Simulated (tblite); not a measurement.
Run record: tight-binding relaxation, `C(#N)[Si@@H](OCC1CCC1)[SiH3]`.

Computed with GFN2-xTB geometry optimisation, gas phase (tblite 0.8.0). Start geometry: from a force field or distance geometry. The input is one job of a driver script: a line of settings, then coordinates in Å.

Command:
```bash
OMP_NUM_THREADS=1 python probes_run.py task.json out
```

Input:
```
{"job": {"kind": "relax", "xc": "GFN2-xTB", "basis": "xTB"}, "charge": 0, "multiplicity": 1}
N      3.059200    -1.996100    -2.297600
C      2.816300    -1.075100    -1.626900
Si     2.435600     0.401300    -0.533000
Si     3.988100     0.373800     1.162100
O      0.873400     0.407100     0.099200
C     -0.233100     0.459300    -0.813200
C     -1.505000     0.470000     0.010200
C     -2.824900     0.303700    -0.770400
C     -3.345500    -0.532800     0.419400
C     -1.881900    -0.852200     0.749000
H      2.582700     1.664200    -1.316800
H      5.366900     0.429400     0.622000
H      3.863400    -0.869400     2.000200
H      3.815800     1.536700     2.071400
H     -0.213700    -0.399200    -1.480400
H     -0.181400     1.376400    -1.401800
H     -1.538300     1.339900     0.689800
H     -3.380200     1.216000    -0.983500
H     -2.740800    -0.275700    -1.696000
H     -3.975000    -1.384400     0.171300
H     -3.855300     0.076200     1.191100
H     -1.510600    -1.758900     0.258600
H     -1.620600    -0.883200     1.820400
```

Question: Estimate the output.

Answer: 
```
step      E/eV     max force
  0    -813.29379    2.207
  1    -813.30386    6.855
  2    -813.47892    0.743
  3    -813.51459    0.705
  4    -813.54331    0.341
  5    -813.55574    0.290
  6    -813.56535    0.282
  7    -813.57646    0.254
  8    -813.58719    0.249
  9    -813.59660    0.185
... (93 lines left out)
103    -813.69968    0.017
104    -813.69974    0.024
105    -813.69978    0.067
106    -813.69984    0.028
107    -813.69989    0.030
108    -813.69996    0.012
109    -813.69998    0.012
110    -813.70003    0.014
111    -813.70005    0.012
112    -813.70007    0.009
```

«max force» is the largest atomic force in eV/Å.

Question: From which step on does the largest force stay under 0.1 eV/Å, and how much energy is left to gain from there?

Answer: From step 36 (0.088 eV/Å), 13.0 meV above the end.

Main results: energy lowered by 9.4 kcal/mol over 112 steps; largest atomic force 0.009 eV/Å at the end.

Question: Where do the atoms end?

Answer: 0.327 Å rms from the input after alignment:
```
atom  x, y, z in Å
N1     2.9617   -2.0631   -2.3645
C2     2.7932   -1.1015   -1.7628
Si3    2.5073    0.4338   -0.7140
Si4    3.6661    0.3524    1.2689
O5     0.9696    0.4663   -0.2122
C6    -0.2362    0.4309   -0.9257
C7    -1.4033    0.5165    0.0426
C8    -2.8053    0.4526   -0.5883
C9    -3.1866   -0.6658    0.3940
C10   -1.7233   -0.7526    0.8535
H11    2.7618    1.4847   -1.7175
H12    5.0975    0.3944    0.9586
H13    3.4211   -0.8631    2.0493
H14    3.3825    1.4956    2.1413
H15   -0.2875   -0.4978   -1.5069
H16   -0.2706    1.2736   -1.6284
H17   -1.2620    1.3924    0.6783
H18   -3.3933    1.3652   -0.5206
H19   -2.7820    0.1242   -1.6257
H20   -3.5920   -1.5681   -0.0577
H21   -3.8620   -0.3325    1.1788
H22   -1.2036   -1.6319    0.4784
H23   -1.5578   -0.6789    1.9257
```

Question: How long does this job take on an Arm Neoverse V1 with one thread, shared host with 32 logical CPUs at a one-minute load of 22?

Answer: About 1.3 s.
Labels such as C1 count atoms from 1, the log's own numbers from 0.
